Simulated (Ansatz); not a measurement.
`C=C(Cl)CF` + HI → `C=C(Cl)I` + fluoromethane at 400 K and 1 bar (substitution at a C–C bond).

Gas-phase electronic energies from Ansatz, PBE0-D4/def2-TZVP geometries. CCSD(T)/CBS is the MP2 limit (def2-TZVPP, def2-QZVPP) plus CCSD(T) − MP2 in def2-TZVPP, frozen cores. This one scheme is used for every species. def2 core potentials past Kr. For I outer-core shells are correlated without core-valence functions, which leaves a few kJ/mol of doubt a bond. Each species was taken in one conformer, which may not be the lowest.

```csv
species,CCSD(T)/CBS energy (Eh),H − E (kJ/mol),S (J/(mol·K))
`C=C(Cl)CF`,-676.10310,194.3,339.9
HI,-298.03592,25.7,215.0
`C=C(Cl)I`,-834.49155,108.4,335.3
`CF`,-139.63461,117.5,234.3
```

H − E and S are ideal-gas, rigid-rotor, harmonic terms from PBE0-D4/def2-TZVP, for one conformer and one mirror image of each species. 1 Eh = 2625.50 kJ/mol, R = 8.31446 J/(mol·K).

Problem. By hand: ΔE, ΔH, ΔS and ΔG.

Solution. ΔE = (-834.49155) + (-139.63461) − (-676.10310) − (-298.03592) = 0.01286 Eh = 33.8 kJ/mol. Δ(H − E) = 108.4 + 117.5 − 194.3 − 25.7 = 5.9, so ΔH = 39.7 kJ/mol. ΔS = 335.3 + 234.3 − 339.9 − 215.0 = 14.7 J/(mol·K). ΔG = 39.7 − 400 × (14.7)/1000 = 33.8 kJ/mol.

Problem. By hand: the equilibrium constant, and the temperature at which ΔG would vanish if ΔH and ΔS stayed fixed.

Solution. log₁₀ K = −ΔG/(RT ln 10) = -4.4. ΔG = 0 at ΔH/ΔS = 2701 K, far beyond where these terms or the molecules hold.

The number of gas molecules stays the same, so ΔS is small and ΔH decides. A doubt of 5 kJ/mol in ΔE shifts log₁₀ K by 0.7 here. Other conformers and mirror images would add mixing entropy, several J/(mol·K) or more a flexible species. These are equilibria of isolated gas molecules and say nothing of rates. Largest T1 diagnostic: 0.011 (customary marks: 0.02 for closed shells, 0.045 for open ones).
